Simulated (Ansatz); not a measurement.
```yaml
crystal:
  periodic: [false, false, false]
  atoms:
    - {symbol: C, position_ang: [-2.751607, 1.546383, -0.221622]}
    - {symbol: O, position_ang: [-1.725760, 0.632045, -0.053818]}
    - {symbol: Y, position_ang: [-0.111568, -0.582754, 0.155273]}
    - {symbol: N, position_ang: [-0.493517, -2.637111, 0.680857]}
    - {symbol: O, position_ang: [1.828391, -0.036149, -0.094897]}
    - {symbol: C, position_ang: [3.121014, 0.420918, -0.286206]}
    - {symbol: H, position_ang: [-3.464885, 1.504908, 0.612618]}
    - {symbol: H, position_ang: [-3.315905, 1.349275, -1.143120]}
    - {symbol: H, position_ang: [-2.373115, 2.576163, -0.281637]}
    - {symbol: H, position_ang: [-1.396972, -3.067751, 0.838335]}
    - {symbol: H, position_ang: [0.194004, -3.367938, 0.821390]}
    - {symbol: H, position_ang: [3.299028, 0.696775, -1.334491]}
    - {symbol: H, position_ang: [3.861618, -0.344522, -0.017553]}
    - {symbol: H, position_ang: [3.329275, 1.309757, 0.324882]}
basis:
  gaussian: {orbitals: ANO-RCC-VTZP, fitting: {mean_field: cc-pVTZ-jkfit}}
total_charge: -1
magnetization: {spin_polarized: true, initial_magnetization: 1}
hamiltonian: {xc: {name: B3LYP}, dispersion: d3bj}
scf: {lower_state_search: light}
```

```sh
$ ansatz run in.yaml --threads 4 --pin off --events-out ev --progress --plain --max-ram 11315MiB
```

Problem. How does Ansatz answer? (Best estimate.)

Solution. Computed: The input was rejected before any iteration.
```
Functional definition: B3LYP
Error: <dir> the basis set cc-pVTZ-JKFIT has no functions for Y
```

B3LYP here is the variant with VWN-RPA as its local correlation; programs differ in this.
